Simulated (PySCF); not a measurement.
## Correlation energy of V³⁺ (vanadium, charge +3)

[Ar] 3d2, high-spin 3F determinant. All numbers are calculated (PySCF 2.14, scalar relativity by spin-free X2C-1e, in x2c-TZVPPall (6s5p4d2f1g, 64 functions)). Frozen: [Ne]; 10 electrons correlated.

```csv
level,correlation energy (mhartree)
CCSD,-270.07
(T),-4.67
CCSD(T),-274.74
```

Diagnostics: T1 = 0.0036, D1 = 0.0081, largest double amplitude 0.030.

Cost of the coupled-cluster step: about 13 core-seconds, for 10 correlated electrons.

This basis was not built for core-valence correlation, so the inner-shell part is incomplete.
